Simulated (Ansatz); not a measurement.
Ansatz (a quantum-chemistry and plane-wave program) input file for KF, SMILES [F][K], PBE0-D3(BJ)/def2-TZVPD. 

Ansatz 0.2 input:
```yaml
crystal:
  periodic: [false, false, false]
  atoms:
    - {symbol: K, position_ang: [0.00000000, 0.00000000, -0.64992656]}
    - {symbol: F, position_ang: [0.00000000, 0.00000000, 1.37206717]}
basis:
  gaussian:
    orbitals: def2-TZVPD
hamiltonian:
  xc: pbe0
  dispersion: d3bj
relax: {f_tol: 0.002, max_steps: 200}
```

Program output:

```
Functional definition: PBE0
integrals: 0.02 GiB planned
572 factors; their error is unknown
mean field: 0.17 GiB planned
mean field evaluation 1: about -19032.1930 eV, gradient 5.2e1 eV
mean field evaluation 2: about -18911.3606 eV, gradient 2.2e2 eV
mean field evaluation 4: about -19036.6141 eV, gradient 3.4e0 eV
mean field evaluation 8: about -19036.7304 eV, gradient 1.1e-1 eV
mean field -19036.73039734 eV, -699.5869385429 hartree, gradient 2.6e-5 eV, S^2 0.000000; 0 other end points of the search recorded, 0 dependent functions left out
the calculation of the forces begins
reference -19036.73042793 eV, -699.5869396670 hartree; 14, 14 occupied and 62, 62 virtual orbitals, 572 factors
relax step   1: F+E_penalty+E_count = -19036.73867116 eV  Δ(F+E_penalty+E_count) = +0.000e0 eV  max|allowed force component| = 2.141e0 eV/Å  Δτ_max = 0.0000 Å  (26 SCF iters, accepted)
these checks for a lower state are left out or cut short: starts, cluster_reference, orbital_swaps, neighbouring_geometries, increment
integrals: 0.02 GiB planned
572 factors; their error is unknown
mean field: 0.17 GiB planned
mean field evaluation 16: about -19036.7592 eV, gradient 3.3e0 eV
mean field -19036.88057139 eV, -699.5924573376 hartree, gradient 5.4e-6 eV, S^2 0.000000; 0 other end points of the search recorded, 0 dependent functions left out
the calculation of the forces begins
reference -19036.88060124 eV, -699.5924584343 hartree; 14, 14 occupied and 62, 62 virtual orbitals, 572 factors
relax step   2: F+E_penalty+E_count = -19036.88882104 eV  Δ(F+E_penalty+E_count) = -1.501e-1 eV  max|allowed force component| = 6.013e-1 eV/Å  Δτ_max = 0.0572 Å  (29 SCF iters, accepted)
these checks for a lower state are left out or cut short: starts, cluster_reference, orbital_swaps, neighbouring_geometries, increment
integrals: 0.02 GiB planned
572 factors; their error is unknown
mean field: 0.17 GiB planned
mean field -19036.89904019 eV, -699.5931360534 hartree, gradient 1.4e-5 eV, S^2 0.000000; 0 other end points of the search recorded, 0 dependent functions left out
the calculation of the forces begins
reference -19036.89906969 eV, -699.5931371375 hartree; 14, 14 occupied and 62, 62 virtual orbitals, 572 factors
relax step   3: F+E_penalty+E_count = -19036.90727476 eV  Δ(F+E_penalty+E_count) = -1.845e-2 eV  max|allowed force component| = 5.343e-2 eV/Å  Δτ_max = 0.0292 Å  (29 SCF iters, accepted)
these checks for a lower state are left out or cut short: starts, cluster_reference, orbital_swaps, neighbouring_geometries, increment
integrals: 0.02 GiB planned
572 factors; their error is unknown
mean field: 0.17 GiB planned
mean field evaluation 32: about -19036.8037 eV, gradient 1.7e-1 eV
mean field -19036.89921564 eV, -699.5931425009 hartree, gradient 5.3e-6 eV, S^2 0.000000; 0 other end points of the search recorded, 0 dependent functions left out
the calculation of the forces begins
reference -19036.89924510 eV, -699.5931435838 hartree; 14, 14 occupied and 62, 62 virtual orbitals, 572 factors
relax step   4: F+E_penalty+E_count = -19036.90744834 eV  Δ(F+E_penalty+E_count) = -1.736e-4 eV  max|allowed force component| = 1.863e-3 eV/Å  Δτ_max = 0.0034 Å  (31 SCF iters, accepted)
integrals: 0.02 GiB planned
572 factors; their error is unknown
mean field: 0.17 GiB planned
mean field -19036.89921564 eV, -699.5931425009 hartree, gradient 5.4e-6 eV, S^2 0.000000; 1 other end points of the search recorded, 0 dependent functions left out
the calculation of the forces begins
reference -19036.89924510 eV, -699.5931435838 hartree; 14, 14 occupied and 62, 62 virtual orbitals, 572 factors
Total energy: -19036.90747780 eV, -699.5934461299 hartree
Atom 0 at     0.000000    -0.000000    -0.739691 Å, force     0.000000     0.000000     0.001863 eV/Å
Atom 1 at    -0.000000     0.000000     1.461831 Å, force    -0.000000    -0.000000    -0.001863 eV/Å
Dipole moment:    -0.000000    -0.000000    -1.819427 e Å
```

Self-consistency was reached.

Cost: very roughly 6 core-seconds.
